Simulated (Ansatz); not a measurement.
`[SnH3][I]` + NH₃ → `[NH2][SnH3]` + HI at 298.15 K and 1 bar (ligand exchange at the Sn–I bond).

Calculated with Ansatz (gas phase, PBE0-D4/def2-TZVP geometries, no zero-point term in ΔE). CCSD(T)/CBS adds triple-zeta CCSD(T) − MP2 to the extrapolated MP2 energy (def2 sets, frozen cores). This one scheme is used for every species. def2 core potentials past Kr. For I, Sn outer-core shells are correlated without core-valence functions, which leaves a few kJ/mol of doubt a bond.

```
      species  CCSD(T)/CBS energy (Eh)  H − E (kJ/mol)  S (J/(mol·K))
  `[SnH3][I]`               -513.29032            68.1          295.8
          NH₃                -56.50880           100.5          192.4
`[NH2][SnH3]`               -271.71442           133.6          290.3
           HI               -298.03592            22.7          206.5
```

H − E and S are ideal-gas, rigid-rotor, harmonic terms from PBE0-D4/def2-TZVP. 1 Eh = 2625.50 kJ/mol, R = 8.31446 J/(mol·K).

Question: By hand: ΔE, ΔH, ΔS and ΔG.

Answer: ΔE = (-271.71442) + (-298.03592) − (-513.29032) − (-56.50880) = 0.04878 Eh = 128.1 kJ/mol. Δ(H − E) = 133.6 + 22.7 − 68.1 − 100.5 = -12.3, so ΔH = 115.8 kJ/mol. ΔS = 290.3 + 206.5 − 295.8 − 192.4 = 8.6 J/(mol·K). ΔG = 115.8 − 298.15 × (8.6)/1000 = 113.2 kJ/mol.

Question: By hand: the equilibrium constant, and the temperature at which ΔG would vanish if ΔH and ΔS stayed fixed.

Answer: log₁₀ K = −ΔG/(RT ln 10) = -19.8. ΔG = 0 at ΔH/ΔS = 13465 K, far beyond where these terms or the molecules hold.

The number of gas molecules stays the same, so ΔS is small and ΔH decides. A doubt of 5 kJ/mol in ΔE shifts log₁₀ K by 0.9 here. These are equilibria of isolated gas molecules and say nothing of rates. Largest T1 diagnostic: 0.013 (customary marks: 0.02 for closed shells, 0.045 for open ones).
